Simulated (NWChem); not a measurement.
System: MoH2S2O2; SMILES [Mo]([SH])(=[O])(=[O])[SH]

Input file for NWChem:

```
start job
memory heap 200 mb stack 900 mb global 1100 mb
geometry units angstroms noautoz
  Mo     0.000000     0.000000     0.354380
  O     -0.052394    -1.382216     1.289479
  O      0.052394     1.382216     1.289479
  S      1.933430    -0.164166    -0.943366
  H      1.996836     1.170654    -1.166422
  S     -1.933430     0.164166    -0.943366
  H     -1.996836    -1.170654    -1.166422
end
basis spherical
  * library def2-svp
end
ecp
  Mo library def2-ecp
end
dft
  xc pbe0
  iterations 150
  mulliken
end
task dft energy
```

Geometry: optimised at PBE0/def2-SVP. No frequency run checked for a minimum. def2 effective core potentials on Mo; no spin-orbit coupling.

### Question
Give the results of this calculation. (PBE0/def2-SVP with def2 effective core potentials on Mo.) Quantities: energy (Ha); highest occupied level (eV); orbital gap (eV); dipole (D).

### Answer
```
Item                           Result
---------------------------  --------
energy (Ha)                  -1015.56
highest occupied level (eV)     -8.04
orbital gap (eV)                 4.85
dipole (D)                       2.36
```
